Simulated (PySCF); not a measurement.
Bond stretch in HCl (cation, charge +1), doublet.

Levels: UKS-BHandHLYP = unrestricted BHandHLYP/6-31G run with PySCF; ROKS-BHandHLYP = restricted open-shell BHandHLYP/6-31G in PySCF 2.14.0; NEVPT2 = PySCF with SC-NEVPT2 on CASSCF(7,5)/6-31G, all electrons correlated; UCCSD(T) = CCSD(T) on UHF/6-31G, 5 core orbitals frozen (PySCF).

Energies are in kcal/mol, each relative to the lowest point of its own curve near equilibrium.

```tsv
R / Å	UKS-BHandHLYP	ROKS-BHandHLYP	NEVPT2	UCCSD(T)
1.05	43.6	43.6	45.7	45.7
1.13	19.4	19.4	20.9	20.8
1.19	8.9	8.8	9.9	9.9
1.24	3.7	3.7	4.4	4.4
1.27	1.8	1.8	2.3	2.3
1.32	0.2	0.2	0.4	0.4
1.35	0.0	0.0	0.0	0.0
1.41	0.9	1.0	0.5	0.5
1.47	3.2	3.2	2.3	2.3
1.55	7.5	7.5	5.8	5.9
1.65	13.9	14.1	11.5	11.5
1.80	24.4	24.7	20.7	20.7
1.98	36.1	37.2	31.6	31.6
2.17	46.2	49.0	42.0	42.0
2.38	54.6	60.0	52.0	51.9
2.67	62.7	72.0	62.8	62.5
2.89	67.0	78.7	68.7	68.4
3.24	71.6	86.1	74.2	74.2
3.59	74.2	90.6	77.1	76.8
3.99	75.6	93.3	77.5	77.7
4.61	76.0	95.0	77.8	78.0
5.23	75.5	95.2	77.8	78.0
```

At the longest distance, 5.23 Å, ROKS-BHandHLYP lies highest above its minimum (95.2 kcal/mol) and UKS-BHandHLYP lowest (75.5 kcal/mol).

The unrestricted determinant behind UKS-BHandHLYP is spin-contaminated at 2.17 to 5.23 Å (<S²> up to 1.4, against 0.75 for a pure doublet). At the longest distance UKS-BHandHLYP, ROKS-BHandHLYP leaves fractional charges on the fragments, a sign of delocalisation error or of the restricted form. The unrestricted determinant behind UCCSD(T) is spin-contaminated at 1.80 to 5.23 Å (<S²> up to 1.8, against 0.75 for a pure doublet).
